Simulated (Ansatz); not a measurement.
Cost and result up the ladder for trans-Zr(PH3)2Br4 (ZrP2H6Br4) (13 atoms). The state is a singlet with charge 0. Geometry: PBE-D4/def2-SVP.

Cartesian coordinates in Å:
```
Br 0.542 -0.886 -2.460
Br -1.122 -0.053 2.210
Br 1.985 -1.564 0.850
Br -0.981 2.106 -0.883
P -2.157 -1.629 -0.717
P 2.047 1.733 0.790
Zr 0.082 -0.076 -0.055
H -1.918 -2.985 -1.102
H -2.889 -1.208 -1.868
H -3.244 -1.841 0.190
H 3.344 1.607 0.203
H 2.426 1.645 2.163
H 1.887 3.151 0.679
```

Ansatz on 4 threads of Arm Neoverse V2 on a shared host. Times are rough, and most runs start from the orbitals of an earlier one. No level here is sound enough to serve as a yardstick. Binding counts from free atoms at the same level (Br doublet, P quartet, Zr triplet, H doublet; other spins of the atoms weren't run), without zero-point energy or a counterpoise term.

In the def2 sets Zr takes a core potential; there is no spin–orbit coupling. HSE06 is defined as in plane-wave codes, on full-range PBE exchange. Correlated methods freeze 46 core orbitals; core or outer-core shells of Br, Zr are correlated, in sets that lack core-valence functions. The rows differ in basis, and correlated rows in double-zeta sets carry the largest basis error. No other spin state of charge 0 was run. Another isomer (singlet) lies 0.35 eV lower at PBE0-D4/def2-TZVP; other spin states weren't run for this one.

Correlated methods converge slowly with the basis, most of all in double-zeta sets.

| level | functions | wall time | binding energy per atom (eV) |
| --- | --- | --- | --- |
| MP2/def2-SVP | 225 | 12 s | 2.89 |
| PBE0-D4/def2-SVP | 225 | 12 s | 3.07 |
| HSE06-D4/def2-TZVP | 342 | 25 s | 3.06 |
| PBE0-D4/def2-TZVP | 342 | 26 s | 3.06 |
